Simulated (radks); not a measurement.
Problem. Mo3+, configuration [Kr] 4d3. All-electron calculation, Dirac Kohn-Sham, PBEsol, spin-unpolarised, spherical densities, finite nucleus; open shells fill j = l - 1/2 first; Fermi nuclear charge, rms radius 4.4091 fm. Program: a radial shooting solver on a logarithmic mesh with Libxc functionals. Some entries of the table are withheld. Estimate them.

orbital  occ.  eigenvalue (hartree)  <r^2> (bohr^2)  <r> (bohr)
1s1/2       2                   (1)        0.001670     0.03518
2s1/2       2             -103.9585             (2)      0.1535
2p1/2       2             -95.75092         0.02100      0.1308
2p3/2       4             -91.83886         0.02237      0.1354
3s1/2       2             -18.67925          0.2109      0.4289
3p1/2       2             -15.55664          0.2090      0.4235
3p3/2       4             -14.91203          0.2193      0.4341
3d3/2       4              -9.38729          0.2055      0.4132
3d5/2       6              -9.26516          0.2088      0.4167
4s1/2       2              -3.53108           1.362       1.097
4p1/2       2              -2.63232           1.626       1.193
4p3/2       4              -2.53702           1.703       1.221
4d3/2       3              -1.21202           3.006       1.600
4d5/2       0              -1.20144           3.051       1.612

Solution. 
(1) 1s1/2 eigenvalue (hartree): -728.8364
(2) 2s1/2 <r^2> (bohr^2): 0.02782
